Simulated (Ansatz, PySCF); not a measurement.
Gas-phase reaction in SMILES: FCBr + 2 [H][H] (H2) → Br (HBr) + C (CH4) + F (HF)
Structures are relaxed separately at B3LYP-D3(BJ)/def2-TZVP in Ansatz (a first-principles code).
Geometry of the first species:
```
C
F 1 1.3614
H 1 1.0858 2 109.64
H 1 1.0858 3 113.27 2 122.82
Br 1 1.9569 3 106.81 4 117.31
```
Charge 0, spin multiplicity 1.

Property: energy of full hydrogenation (electronic energy difference), in kcal/mol. Valence correlation only, unless marked. No spin-orbit coupling. Frozen are the shells of the preceding noble gas and the d and f shells that filled before the atom's block. Non-relativistic. CBS marks a two-point X^-3 extrapolation of the correlation energy; Hartree-Fock from the larger set.

| level | program | energy of full hydrogenation (kcal/mol) | minus last row |
|---|---|---|---|
| HF/cc-pVDZ | Ansatz | -52.4 | -5.4 |
| HF/def2-TZVPD | PySCF | -49.6 | -2.6 |
| BLYP/def2-TZVPD | Ansatz | -42.4 | 4.6 |
| B3LYP-D3(BJ)/def2-TZVPD | Ansatz + dftd3 | -43.7 | 3.3 |
| B3LYP-D4/def2-TZVPD | Ansatz + dftd4 | -43.6 | 3.4 |
| PBE0-D4/def2-TZVP | Ansatz + dftd4 | -44.0 | 3.0 |
| PBE0/def2-QZVPP | Ansatz | -47.0 | 0.0 |
| TPSSh-D4/def2-TZVPD | PySCF + dftd4 | -38.3 | 8.7 |
| PW6B95-D4/def2-TZVPD | PySCF + dftd4 | -43.8 | 3.2 |
| CAM-B3LYP-D3(BJ)/def2-TZVPD | Ansatz + dftd3 | -45.5 | 1.5 |
| PBE-QIDH/def2-TZVPD | Ansatz | -46.9 | 0.1 |
| MP2/6-31G | Ansatz | -38.4 | 8.6 |
| MP2/aug-cc-pVDZ | Ansatz | -50.5 | -3.5 |
| RI-MP2/aug-cc-pVTZ | Ansatz | -47.5 | -0.5 |
| SCS-MP2/aug-cc-pVDZ | Ansatz | -49.5 | -2.5 |
| SCS-MP2/aug-cc-pVTZ | Ansatz | -46.5 | 0.5 |
| CCSD/STO-3G | Ansatz | -8.8 | 38.2 |
| CCSD/aug-cc-pVDZ | Ansatz | -51.0 | -4.0 |
| CCSD(T)/6-31G* | Ansatz | -33.3 | 13.7 |
| CCSD(T)/cc-pVDZ | Ansatz | -47.8 | -0.8 |
| CCSD(T)/CBS(cc-pVTZ,cc-pVQZ) | Ansatz | -47.0 | 0.0 |
